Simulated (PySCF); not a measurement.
IZn (SMILES [Zn+][I]), charge +1, singlet, geometry from GFN2-xTB (such geometries of metal compounds can be far from the true shape) (core potentials on I). Base run: R2SCAN/def2-SV(P) (PySCF).

The PySCF input:
```python
from pyscf import gto, scf, dft

mol = gto.Mole()
mol.atom = '''
    Zn   -0.00000000   -0.00000000   -1.52043851
    I     0.00000000    0.00000000    0.86062557
'''
mol.basis = 'def2-sv(p)'
mol.ecp = {'I': 'def2-sv(p)'}
mol.charge = 1
mol.verbose = 4
mol.build()

mf = dft.RKS(mol)
mf.xc = 'r2scan'
mf.kernel()
```

Variants of this job, named by their change:

| change | ΔE vs base (mEh) | grid points | electrons on the grid |
|---|---|---|---|
| base | 0.000 | 42600 | 54.00000 |
| grids.atom_grid = (75, 302) | 0.112 | 26152 | 54.00001 |
| grids.level = 2 | 0.001 | 27088 | 54.00001 |
| grids.level = 0 | 12.758 | 5256 | 54.00019 |
| grids.prune = dft.gen_grid.treutler_prune | -0.001 | 42768 | 54.00000 |
| grids.radi_method = gauss_chebyshev | -0.500 | 41016 | 54.00000 |
| grids.atom_grid = (99, 590) | -0.061 | 57472 | 54.00000 |
| grids.atom_grid = (30, 110) | 14.043 | 4848 | 54.00026 |
| small_rho_cutoff = 0 | 0.000 | 42600 | 54.00000 |
| grids.level = 5 | -0.020 | 91560 | 54.00000 |
| grids.level = 7 | -0.020 | 177496 | 54.00000 |
